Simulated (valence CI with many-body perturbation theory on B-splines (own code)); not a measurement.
Ir LXXI: electric-dipole lines

Computed by relativistic CI+MBPT: five valence electrons over a frozen Dirac-Fock core [He], a basis of 9 s, 9 p, 8 d, 6 f, 3 g, 1 h functions for each j, with the one-electron correlation potential Σ1, the two-electron term Σ2, the three-electron term Σ3, Breit, model QED; selected CI, second order for the rest (own B-spline code, finite nucleus).

The last digits are not significant, and no measured levels were compared; by estimate large intervals hold to a few tenths of a per cent, small ones and those within an open d or f shell to about a per cent. Among the levels kept, up to 1200 cm⁻¹ of a level comes from second order outside the variational space, and about a tenth of that is noise between levels of different J, which matters for small intervals.

Lines 1 to 50 of 262 in falling wavelength, among levels below 914.02 Ry, chosen from the strongest by gf and those to the six lowest levels. Wavelengths and rates use the calculated energies. Electric multipoles are in the length gauge, E1 and E2 with the static RPA response of the core. Weak lines are less certain than strong ones. Lines between different terms over intervals too small for the method are left out, as are lines whose strength nearly cancels. The highest levels of a list are the least certain.

Levels are named by their leading jj configuration (3d3/2^4 stands for four electrons in 3d with j = 3/2), which in mixed levels can hold well under half, so a name can repeat and another be missing. Letters in brackets count levels of one name in rising energy.

```tsv
λ vac (nm)	Upper	Lower	A (s⁻¹)	S (a.u.) with core polarisation	S without
13.45	(2s 2p1/2^2 2p3/2 3p1/2) J=5/2	(2s 2p1/2^2 2p3/2 3s) J=3/2 [a]	3.32e+09	2.40e-02	2.40e-02
12.03	(2s^2 2p1/2 2p3/2 3p1/2) J=5/2	(2s^2 2p1/2 2p3/2 3s) J=3/2 [b]	4.70e+09	2.42e-02	2.42e-02
11.23	(2s^2 2p1/2 2p3/2 3p1/2) J=5/2	(2s^2 2p1/2 2p3/2 3s) J=5/2	5.35e+09	2.25e-02	2.25e-02
11.05	(2s^2 2p1/2^2 3p1/2) J=1/2	(2s^2 2p1/2^2 3s) J=1/2	1.23e+10	1.63e-02	1.63e-02
10.12	(2s 2p1/2^2 2p3/2 3p1/2) J=3/2 [a]	(2s 2p1/2^2 2p3/2 3s) J=5/2	1.30e+10	2.66e-02	2.66e-02
10.07	(2s 2p1/2^2 2p3/2 3p1/2) J=5/2	(2s 2p1/2^2 2p3/2 3s) J=5/2	8.27e+09	2.50e-02	2.50e-02
7.950	(2s^2 2p1/2 2p3/2 3p1/2) J=3/2 [b]	(2s^2 2p1/2 2p3/2 3s) J=5/2	2.12e+10	2.10e-02	2.10e-02
5.892	(2s^2 2p1/2 2p3/2 3d5/2) J=3/2 [a]	(2s^2 2p1/2 2p3/2 3p3/2) J=3/2 [b]	2.47e+10	9.96e-03	9.96e-03
5.839	(2s^2 2p1/2 2p3/2 3d5/2) J=3/2 [b]	(2s^2 2p1/2 2p3/2 3p3/2) J=1/2 [b]	3.35e+10	1.32e-02	1.32e-02
5.698	(2s^2 2p1/2 2p3/2 3d5/2) J=1/2	(2s^2 2p1/2 2p3/2 3p3/2) J=1/2 [b]	4.72e+10	8.62e-03	8.62e-03
5.610	(2s^2 2p1/2 2p3/2 3d5/2) J=5/2 [b]	(2s^2 2p1/2 2p3/2 3p3/2) J=5/2 [b]	2.21e+10	1.16e-02	1.16e-02
5.602	(2s 2p1/2^2 2p3/2 3d5/2) J=5/2	(2s 2p1/2^2 2p3/2 3p3/2) J=5/2 [a]	3.28e+10	1.71e-02	1.71e-02
5.525	(2s 2p1/2^2 2p3/2 3d5/2) J=9/2	(2s 2p1/2^2 2p3/2 3p3/2) J=7/2	9.70e+10	8.07e-02	8.07e-02
5.444	(2s 2p1/2^2 2p3/2 3d5/2) J=7/2	(2s 2p1/2^2 2p3/2 3p3/2) J=5/2 [a]	8.12e+10	5.17e-02	5.17e-02
5.420	(2s^2 2p1/2 2p3/2 3d5/2) J=7/2 [a]	(2s^2 2p1/2 2p3/2 3p3/2) J=5/2 [a]	8.38e+10	5.27e-02	5.27e-02
5.404	(2s^2 2p1/2 2p3/2 3d5/2) J=7/2 [b]	(2s^2 2p1/2 2p3/2 3p3/2) J=5/2 [b]	7.60e+10	4.74e-02	4.74e-02
5.403	(2s^2 2p1/2 2p3/2 3d5/2) J=5/2 [b]	(2s^2 2p1/2 2p3/2 3p3/2) J=3/2 [b]	5.06e+10	2.37e-02	2.37e-02
5.317	(2s^2 2p1/2 2p3/2 3d5/2) J=9/2	(2s^2 2p1/2 2p3/2 3p3/2) J=7/2	1.01e+11	7.48e-02	7.49e-02
5.312	(2s^2 2p1/2^2 3d5/2) J=5/2	(2s^2 2p1/2^2 3p3/2) J=3/2	1.02e+11	4.54e-02	4.54e-02
5.154	(2s 2p1/2^2 2p3/2 3d5/2) J=5/2	(2s 2p1/2^2 2p3/2 3p3/2) J=3/2 [a]	6.81e+10	2.76e-02	2.76e-02
5.133	(2s^2 2p1/2 2p3/2 3d5/2) J=5/2 [a]	(2s^2 2p1/2 2p3/2 3p3/2) J=3/2 [a]	7.47e+10	2.99e-02	2.99e-02
5.080	(2s^2 2p1/2 2p3/2 3d5/2) J=3/2 [a]	(2s^2 2p1/2 2p3/2 3p3/2) J=1/2 [a]	6.40e+10	1.66e-02	1.66e-02
4.820	(2s 2p1/2^2 2p3/2 3d5/2) J=7/2	(2s 2p1/2^2 2p3/2 3p3/2) J=7/2	2.49e+10	1.10e-02	1.10e-02
4.765	(2s^2 2p1/2 2p3/2 3d5/2) J=7/2 [b]	(2s^2 2p1/2 2p3/2 3p3/2) J=7/2	2.27e+10	9.72e-03	9.72e-03
4.521	(2s^2 2p1/2 2p3/2 3d5/2) J=3/2 [b]	(2s^2 2p1/2 2p3/2 3p3/2) J=3/2 [a]	5.80e+10	1.06e-02	1.06e-02
3.772	(2s 2p1/2^2 2p3/2 3p3/2) J=7/2	(2s^2 2p1/2 2p3/2 3p3/2) J=5/2 [a]	6.56e+10	1.39e-02	1.39e-02
3.581	(2s 2p1/2^2 2p3/2^2) J=5/2	(2s^2 2p1/2 2p3/2^2) J=5/2	2.26e+10	3.07e-03	3.08e-03
3.357	(2s 2p1/2^2 2p3/2^2) J=5/2	(2s^2 2p1/2 2p3/2^2) J=3/2	3.43e+10	3.85e-03	3.85e-03
3.083	(2s 2p1/2^2 2p3/2^2) J=1/2	(2s^2 2p1/2 2p3/2^2) J=1/2	7.89e+10	2.28e-03	2.29e-03
3.074	(2s 2p1/2^2 2p3/2^2) J=3/2	(2s^2 2p1/2 2p3/2^2) J=1/2	2.71e+07	1.55e-06	1.56e-06
3.048	(2s 2p1/2^2 2p3/2 3d3/2) J=5/2 [b]	(2s^2 2p1/2 2p3/2 3d3/2) J=7/2	5.51e+10	4.62e-03	4.63e-03
2.696	(2s 2p1/2^2 2p3/2^2) J=3/2	(2s^2 2p1/2 2p3/2^2) J=5/2	9.16e+10	3.54e-03	3.55e-03
2.574	(2s 2p1/2^2 2p3/2^2) J=1/2	(2s^2 2p1/2 2p3/2^2) J=3/2	9.82e+07	1.65e-06	1.65e-06
2.567	(2s 2p1/2^2 2p3/2^2) J=3/2	(2s^2 2p1/2 2p3/2^2) J=3/2	2.88e+10	9.62e-04	9.64e-04
2.555	(2p1/2^2 2p3/2^3) J=3/2	(2s 2p1/2 2p3/2^3) J=5/2	1.77e+11	5.82e-03	5.83e-03
2.331	(2s 2p1/2^2 2p3/2 3p3/2) J=5/2 [a]	(2s 2p1/2^2 2p3/2 3s) J=3/2 [b]	1.07e+11	4.02e-03	4.02e-03
2.146	(2s^2 2p1/2 2p3/2 3d3/2) J=5/2 [b]	(2s^2 2p1/2 2p3/2 3p1/2) J=3/2 [b]	7.50e+11	2.19e-02	2.19e-02
2.125	(2s^2 2p1/2 2p3/2 3d3/2) J=3/2 [b]	(2s^2 2p1/2 2p3/2 3p1/2) J=3/2 [b]	8.55e+11	1.62e-02	1.62e-02
2.107	(2s^2 2p1/2 2p3/2 3p3/2) J=1/2 [a]	(2s^2 2p1/2 2p3/2 3s) J=3/2 [b]	4.01e+11	3.71e-03	3.71e-03
2.100	(2s^2 2p1/2 2p3/2 3d3/2) J=5/2 [a]	(2s^2 2p1/2 2p3/2 3p1/2) J=5/2	2.50e+11	6.86e-03	6.86e-03
2.090	(2s^2 2p1/2 2p3/2 3p3/2) J=3/2 [a]	(2s^2 2p1/2 2p3/2 3s) J=3/2 [b]	8.46e+11	1.52e-02	1.52e-02
2.090	(2s 2p1/2^2 2p3/2 3p3/2) J=3/2 [a]	(2s 2p1/2^2 2p3/2 3s) J=3/2 [a]	1.50e+12	2.70e-02	2.70e-02
2.087	(2s^2 2p1/2 2p3/2 3d3/2) J=1/2 [b]	(2s^2 2p1/2 2p3/2 3p1/2) J=3/2 [b]	1.08e+12	9.72e-03	9.72e-03
2.078	(2s 2p1/2^2 2p3/2 3d3/2) J=5/2 [a]	(2s 2p1/2^2 2p3/2 3p1/2) J=5/2	7.41e+11	1.97e-02	1.97e-02
2.078	(2s 2p1/2^2 2p3/2 3d3/2) J=3/2 [b]	(2s 2p1/2^2 2p3/2 3p1/2) J=3/2 [b]	5.46e+11	9.68e-03	9.68e-03
2.076	(2s 2p1/2^2 2p3/2 3d3/2) J=5/2 [a]	(2s 2p1/2^2 2p3/2 3p1/2) J=3/2 [a]	6.46e+11	1.71e-02	1.71e-02
2.073	(2s 2p1/2^2 2p3/2 3d3/2) J=3/2 [b]	(2s 2p1/2^2 2p3/2 3p1/2) J=1/2	7.17e+11	1.26e-02	1.26e-02
2.064	(2s^2 2p1/2 2p3/2 3p3/2) J=3/2 [a]	(2s^2 2p1/2 2p3/2 3s) J=5/2	1.99e+11	3.45e-03	3.45e-03
2.058	(2s 2p1/2^2 2p3/2 3d3/2) J=3/2 [a]	(2s 2p1/2^2 2p3/2 3p1/2) J=5/2	3.10e+11	5.34e-03	5.34e-03
2.058	(2s^2 2p1/2 2p3/2 3d3/2) J=3/2 [a]	(2s^2 2p1/2 2p3/2 3p1/2) J=3/2 [a]	5.60e+11	9.63e-03	9.63e-03
```
